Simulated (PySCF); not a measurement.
## RuOCl + 3 HCl → H₃RuO + 2 Cl₂

Level: PBE0 in the def2-TZVP basis family, computed in PySCF with density fitting; scalar-relativistic core potentials for atoms from Rb on, none lighter, no spin–orbit coupling; open shells unrestricted.

| species | state and structure | E (Eh) | ZPE (kJ/mol) | H(298 K) − H(0) (kJ/mol) | S° (J/(mol K)) |
| --- | --- | --- | --- | --- | --- |
| RuOCl | quartet, Cs, Ru–Cl 2.215 Å, Ru–O 1.666 Å; Cl–Ru–O 124.7° | -630.11669 | 9.3 | 12.5 | 303.0 |
| HCl | singlet, C∞v, H–Cl 1.279 Å | -460.66440 | 17.9 | 8.7 | 186.6 |
| H₃RuO | doublet, Cs, Ru–H 1.556 Å, Ru–H 1.594 Å (×2), Ru–O 1.635 Å; H–Ru–H 80.8° (×2), H–Ru–H 126.7°, H–Ru–O 107.0°, H–Ru–O 116.6° (×2) | -171.80047 | 64.8 | 11.9 | 270.5 |
| Cl₂ | singlet, D∞h, Cl–Cl 1.982 Å | -920.08940 | 3.5 | 9.1 | 222.5 |

**Question.** What is the electronic reaction energy?

**Answer.** At PBE0/def2-TZVP, ΔE = 342.9 kJ/mol from the differences of the total energies times 2625.5, uphill. 

**Question.** Add zero-point, thermal and entropy terms for 298.15 K and 1 bar.

**Answer.** ΔZPE = 8.8 and Δ[H(298) − H(0)] = -8.5 kJ/mol give ΔH° = 343.2 kJ/mol. ΔS° = -147.3 J/(mol K), so ΔG° = 343.2 − 298.15 × (-0.1473) = 387 kJ/mol.

Open d or f shells are single determinants, so the state found may not be the ground state. Each species is the lowest minimum found with this bonding; other isomers or fragments can lie lower.
